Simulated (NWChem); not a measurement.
Species: BSiH₄O₂Cl; SMILES OB(O)[SiH2]Cl

```xyz
9

Si    -0.9394     0.3968    -0.0005
Cl     0.5644     1.8857    -0.0032
B      0.1361    -1.3492     0.0007
O     -0.3828    -2.6155     0.0084
O      1.4933    -1.2371    -0.0073
H     -1.8062     0.6223    -1.2114
H     -1.8063     0.6255     1.2096
H     -1.3535    -2.6375     0.0140
H      1.7658    -0.2964    -0.0110
```
Atoms are numbered in this order, from 1.

All runs: NWChem. Pople sets run with spherical d functions. STO-3G and 3-21G are far too small for this property and stand as cheap habits. Geometry: optimised at PBE-D3(BJ)/def2-SVP. Field at 589 nm.

Order these by “anisotropy (bohr³)”, lowest first: B3LYP/def2-SVP; B3LYP/STO-3G; B3LYP/def2-SVPD; B3LYP/aug-cc-pVDZ; B3LYP/6-31G*.

B3LYP/def2-SVP (19.6), B3LYP/def2-SVPD (21.3), B3LYP/aug-cc-pVDZ (21.9), B3LYP/6-31G* (22.9), B3LYP/STO-3G (24.1)
